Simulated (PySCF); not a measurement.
Two species compared at the same levels of theory.

First species: C₃H₅FSSi.
SMILES with atom numbers: `[CH2:1]=[C:2]1[SiH2:3][C@H:4]([F:5])[S:6]1` (hydrogens: H7, H8 on C1; H9, H10 on Si3; H11 on C4)

Second species: C3H5FSSi.
SMILES: `FC[SiH2]C=C=S`

Levels: PBE0/def2-SVPD for dipole moment, HOMO energy, LUMO energy, HOMO–LUMO gap, static isotropic polarisability and electronic spatial extent ⟨r²⟩ about the centre of nuclear charge; TDDFT PBE0/def2-SVPD for lowest singlet excitation; TDA PBE0/def2-SVPD for lowest triplet excitation (Tamm–Dancoff); GFN2-xTB for rotational constant A and rotational constant C. Geometries: GFN2-xTB. Each structure is a single optimised conformer of the isolated species, non-relativistic unless stated; the electronic structure was computed with PySCF and density fitting.

The conformers computed, where there is a choice (atom-mapped SMILES and torsion angles):
- `[F:1][CH2:2][SiH2:3][CH:4]=[C:5]=[S:6]`: F1–C2–Si3–C4 55°, C2–Si3–C4–C5 158°

(1) Which of the two has the higher rotational constant A, and by how much?

(2) Which has the higher ⟨r²⟩?

(3) Which of the two has the higher static isotropic polarisability, and by how much?

(4) Which has the higher LUMO energy?

(5) Which has the higher S1 energy?

(6) Which of the two has the higher T1 energy, and by how much?

(7) Which has the higher rotational constant C?

(8) Which has the higher HOMO–LUMO gap?

## Answers

(1) The second: 7.849 GHz against 3.524 GHz, a difference of 4.325 GHz.

(2) The second: 1380 bohr² against 828 bohr², a difference of 552 bohr².

(3) The second: 89.9 au against 82.6 au, a difference of 7.3 au.

(4) The first: -0.95 eV against -2.17 eV, a difference of 1.22 eV.

(5) The first: 4.34 eV against 2.85 eV, a difference of 1.49 eV.

(6) The first: 3.50 eV against 2.51 eV, a difference of 0.99 eV.

(7) The first: 1.441 GHz against 0.750 GHz, a difference of 0.691 GHz.

(8) The first: 5.73 eV against 4.61 eV, a difference of 1.12 eV.

On the first: S1 lies 1.39 eV below the HOMO–LUMO gap; its leading configuration is HOMO→LUMO, weight 0.96. The polarisability is 12.24 Å³ as a volume (1 au = 0.148185 Å³), or 1.33 au for each of the 62 electrons.

On the second: 1 of the 8 computed singlets lies in the visible range (750 to 380 nm, 1.65 to 3.26 eV), with an oscillator strength of 0.000. The principal polarisabilities are 64.3, 68.9 and 136.5 au; their mean is the isotropic value.
